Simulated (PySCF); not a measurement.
How exact exchange moves a shielding

Molecule: `[SiH](F)(F)[C@H]([SiH3])Cl`, CH5ClF2Si2.

Structure with atom numbers: `[F:1][SiH:2]([F:3])[C@H:4]([SiH3:5])[Cl:6]`; H(Xn) means a hydrogen on atom n.

GIAO shieldings (ppm, equivalent atoms averaged) in PySCF on the PBE0-D3(BJ)/def2-SVP geometry, basis pcSseg-1, gas phase, non-relativistic:

```csv
functional,exact exchange (%),σ(F1),σ(F3),σ(Si2),σ(Si5)
BLYP,0,300.2,314.1,345.3,392.3
BP86,0,300.9,315.2,349.4,400.7
PBE,0,298.6,312.8,349.3,402.5
B3LYP,20,315.8,328.1,358.6,403.0
PBE0,25,318.5,330.6,366.5,415.3
mPW1PW91,25,319.8,331.8,366.3,413.1
HF,100,359.6,368.4,418.7,449.1
```

Question: Fit each shielding as a line in the percentage of exact exchange.

Answer: σ(F1) = 301.7 + 0.60 x (rms 2.2 ppm); σ(F3) = 315.5 + 0.54 x (rms 1.9 ppm); σ(Si2) = 347.6 + 0.71 x (rms 1.8 ppm); σ(Si5) = 398.5 + 0.51 x (rms 4.0 ppm). The functionals also differ in their semilocal parts, which the line can't hold; Hartree–Fock has no correlation at all.

Question: What does the line predict for BHandHLYP (50 %), and what does the run give?

Answer: σ(F1): 331.7 predicted, 334.5 computed; σ(F3): 342.5 predicted, 345.1 computed; σ(Si2): 383.1 predicted, 379.7 computed; σ(Si5): 424.0 predicted, 419.4 computed ppm.
